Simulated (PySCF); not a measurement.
CH5BO2S. Atoms are numbered in the order given.

```xyz
10

B     -0.0621     0.8230     0.0000
O      0.7103     1.9499     0.0000
H      0.2288     2.7852     0.0000
O     -1.4301     0.8018     0.0000
H     -1.8568     1.6669     0.0000
S      0.8390    -0.7619     0.0000
C     -0.5472    -1.9588     0.0000
H     -1.1716    -1.8376    -0.8950
H     -0.1008    -2.9622     0.0000
H     -1.1716    -1.8376     0.8950
```

Geometry optimised at B3LYP-D3(BJ)/def2-SVP. The values are those of a single conformer.

Level of theory: PySCF with HF/pcSseg-1.

GIAO shieldings, no solvent; atoms listed in one row are averaged. δ = σ(ref) − σ: ¹¹B against BF3 (σ = 102.7 ppm); ¹⁷O against H2O (σ = 333.0 ppm); ¹H against TMS (σ = 31.99 ppm); ³³S against H2S (σ = 725.2 ppm); ¹³C against TMS (σ = 192.6 ppm), references at their B3LYP-D3(BJ)/def2-TZVP geometries, non-relativistic.

```tsv
nucleus	atoms	count	δ (ppm)
¹¹B	B1	1	21.4
¹⁷O	O4	1	92.0
¹⁷O	O2	1	90.4
¹H	H5	1	3.52
¹H	H3	1	3.44
¹H	H8, H9, H10	3	2.19
³³S	S6	1	45.9
¹³C	C7	1	14.9
```
